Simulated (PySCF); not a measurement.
# Polarisability and C₆ of B⁻ (boron, charge -1)

[He] 2s2 2p2, high-spin 3P determinant. Computed with PySCF 2.14 in aug-cc-pVDZ (4s3p2d, 23 functions), with the non-relativistic Hamiltonian (point nucleus). Coupled (time-dependent) response in atomic units; α is the mean over directions. A double-zeta set is small for polarisabilities.

```json
{"method": "UHF", "mean α (bohr³)": "87.22", "α xx, yy, zz": "39.05, 111.3, 111.3", "C₆ (like pair)": "786.0", "S(−4)": "8802"}
```

S(−4) is the Cauchy moment in α(ω) = α(0) + S(−4) ω² + …

α(iu) at UHF:

```
u (hartree)  α(iu) (bohr³)
          0          87.22
     0.0500          71.35
      0.100          51.73
      0.200          31.47
      0.300          21.08
      0.500          10.77
      0.750          5.617
       1.00          3.388
       1.50          1.599
       2.00         0.9240
       3.00         0.4219
       5.00         0.1566
```

For an ion, C₆ is the dispersion term alone; charge-induced terms of lower order in 1/R come first.

The components differ because the open shell of this determinant is not spherical; for a pure term their mean is the scalar polarisability.
